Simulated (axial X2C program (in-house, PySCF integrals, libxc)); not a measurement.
Excited states of SbSe⁺ by EOM-EE-CCSD

Calculated with an in-house all-electron X2C program for linear molecules (integrals from PySCF): two-component X2C with atomic mean-field Coulomb and Gaunt terms, Gaussian nuclei, basis Sb dyall-acv3z, Se dyall-acv3z with contracted cores.

R = 2.260 Å (near the PBE0 minimum at charge 1 of the determinant lowest at the starting distance; the state shown can have its own minimum elsewhere).

Vertical excitation energies from the closed-shell determinant state of SbSe⁺:

```tsv
Ω	excitation (eV)	cm⁻¹	hole of the leading pair	particle of the leading pair	weight of the pair (for Ω = 0 its time-reversed partner can hold as much again)	singles weight
1	2.008	16193	63% Se pπ, 24% Sb pπ	52% Sb pπ, 25% Se pπ, 9% Se dπ	0.72	0.95
0⁻	2.091	16862	59% Se pπ, 29% Sb pπ	52% Sb pπ, 25% Se pπ, 9% Se dπ	0.27	0.95
2	2.539	20481	63% Se pπ, 24% Sb pπ	53% Sb pπ, 24% Se pπ, 9% Se dπ	0.79	0.93
1	2.592	20905	59% Se pπ, 29% Sb pπ	53% Sb pπ, 25% Se pπ, 9% Se dπ	0.94	0.94
3	2.751	22185	63% Se pπ, 24% Sb pπ	57% Sb pπ, 21% Se pπ, 10% Se dπ	0.93	0.94
```

This point took 24 s on 1 thread of Arm Neoverse V1 (shared host).

Reference electrons by ω block (each with its −ω partner): 1/2: 27, 3/2: 12, 5/2: 3. 10 electrons of SbSe⁺ correlated (inner shells frozen), 88 natural virtual spinors (a truncated set); levels can be off by some tenths of an eV. Roots sought by Ω: (0: 5, 1: 4, 2: 3, 3: 1); rows need 60 % singles weight and stop where some Ω has no more roots. Missing are any skipped roots, higher Ω and states of a further excitation; these come out far too high here and may in truth be low or lowest. T1 of the reference 0.030 (Lee–Taylor). Number of frozen shells: Sb 4 s, 3 p, 2 d; Se 3 s, 2 p, 1 d. Large amplitudes in the reference (orbital relaxation or multireference character) lower the reliability.
